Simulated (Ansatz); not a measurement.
A set of 12 reactions (ligand exchange), with CCSD(T)/CBS values in kJ/mol:

```
                                                                            reaction      ΔE
                   `C=C=C[SiH2][SiH3]` + `O[SiH3]` → `[SiH3]O[SiH2][SiH3]` + `C=C=C`   -85.6
                               `FC[SiH2][SiH3]` + `OBCl` → `[SiH3][SiH2]OBCl` + `CF`   -98.2
                  `CO[SiH2][NH][GeH3]` + `CC(O)=S` → `CC(=S)[O][GeH3]` + `CO[SiH2]N`    10.2
                                                     `OCBBr` + HCl → `ClBBr` + CH₃OH   -77.1
                     `C[SiH2]C1C=N1` + `N[SiH](O)O` → `C[SiH2]N[SiH](O)O` + `C1=NC1`   -64.8
                               `O=CO[SiH2]F` + `BC(=C)S` → `BC(=C)S[SiH2]F` + `O=CO`    34.1
                        `[OH][GeH2][O][SiH3]` + CH₃OH → `C[O][GeH2][OH]` + `O[SiH3]`    21.1
`F[C@@H]([SiH3])[C@@H](F)Cl` + `[OH][GeH2][SH]` → `[SiH3][O][GeH2][SH]` + `FCC(F)Cl`  -129.5
                                     `N[SiH2]O[SiH3]` + PH₃ → `N[SiH2]P` + `O[SiH3]`   110.7
                                         `NB(F)[SiH2]Cl` + H–F → `F[SiH2]Cl` + `NBF`  -154.6
                                                 `O[Si]Cl` + CH₃OH → `CO[Si]O` + HCl    -7.1
                   `BN([SiH3])[SiH2]F` + `N[SiH2]S` → `N[SiH2]S[SiH3]` + `BN[SiH2]F`   -24.4
```

Computed with Ansatz on PBE0-D4/def2-TZVP structures; ΔE is electronic, products minus reactants. CBS: MP2 limit from def2 TZ/QZ plus the TZ coupled-cluster correction, frozen cores. This one scheme is used for every species. DFT in def2-TZVPP. B3LYP here is the variant with VWN-RPA as its local correlation; programs differ in this. For Br, Ge outer-core shells are correlated without core-valence functions, which leaves a few kJ/mol of doubt a bond. Scalar relativity is left out up to krypton. Each species was taken in one conformer, which may not be the lowest.

Give the mean, mean absolute and largest difference (level minus CCSD(T)/CBS, kJ/mol) for: PBE-D4, ωB97X-V, ωB97M-V, B2PLYP, r2SCAN, PBE0, B3LYP, HF/def2-TZVPP, CCSD/def2-TZVPP, CCSD(T)/def2-TZVPP, MP2/def2-QZVPP, SCS-MP2/def2-QZVPP, HF/CBS(def2), CCSD/CBS(def2). (Best estimate.)

Ansatz gave: 
```csv
level,mean,mean absolute,largest
PBE-D4,2.8,11.4,-20.1
ωB97X-V,0.0,1.3,3.6
ωB97M-V,0.4,2.1,-5.3
B2PLYP,-1.3,2.8,-11.3
r2SCAN,-0.3,3.6,-6.5
PBE0,1.5,7.4,-13.5
B3LYP,-0.7,3.3,-11.2
HF/def2-TZVPP,-4.9,14.4,-32.5
CCSD/def2-TZVPP,-0.3,3.5,6.6
CCSD(T)/def2-TZVPP,0.2,1.6,-4.4
MP2/def2-QZVPP,-1.5,2.6,-6.7
SCS-MP2/def2-QZVPP,-2.1,4.6,-12.1
HF/CBS(def2),-5.4,15.6,-35.8
CCSD/CBS(def2),-0.5,2.2,-4.3
```

The largest T1 diagnostic in the set is 0.017, for `CC(O)=S` (customary mark 0.02).

CCSD(T)/CBS is a level of theory with its own doubt, and the functionals carry their triple-zeta basis error, so these figures describe this set and don't rank the functionals.
